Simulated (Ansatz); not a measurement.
Ideal-gas functions of `[K][I]` at 800 K and 1 bar, from an Ansatz frequency run at PBE0-D4/def2-TZVP.

Molar mass 166.0 g/mol, point group C∞v (symmetry number 1), electronic degeneracy 1, moments of inertia 281.811 u Å². Harmonic wavenumbers (cm⁻¹, unscaled): 183.

Use S(trans) = R[1.5 ln M + 2.5 ln T − 1.1517]; rotational temperatures θ = 24.2544 K / I; S(rot) = R[ln(T/σθ) + 1]; for each mode x = 1.438777 ν̃/T, S = R[x/(eˣ − 1) − ln(1 − e⁻ˣ)] and H = RT x/(eˣ − 1); 1 cm⁻¹ = 0.0119627 kJ/mol; R = 8.31446 J/(mol·K).

By hand: the entropy, in J/(mol·K).

Translation 193.1. Rotation: θ = 0.0861 K, giving 84.3. Vibration, mode by mode: 17.59, in all 17.6. Electronic 0.0. Sum 295.0 J/(mol·K).

By hand: H − E and G − E in kJ/mol, counted from the electronic energy.

Zero-point energy ½ × 183 × 0.0119627 = 1.1; thermal vibration 5.6; translation, rotation and pV give 3.5 RT = 23.3. H − E = 30.0 kJ/mol, and G − E = 30.0 − 800 × 295.0/1000 = -206.0 kJ/mol.

Vibration gives 6 % of the entropy.
